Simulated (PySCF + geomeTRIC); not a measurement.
The multiplicity is imposed and other spin states were not computed.

Species: [Cu(CO)(CH3)] (charge 0, multiplicity 1).

Question: Give a relaxed geometry from TPSS-D3(BJ)/def2-SVP (PySCF + geomeTRIC).

Answer: the end point of this relaxation.
Cartesian coordinates (Å) in one orientation:
```xyz
7

Cu     0.003    -0.048    -0.009
O     -1.539    -2.492     0.674
C     -0.941    -1.551     0.409
C      0.990     1.548    -0.441
H      2.082     1.358    -0.465
H      0.811     2.349     0.304
H      0.703     1.949    -1.433
```
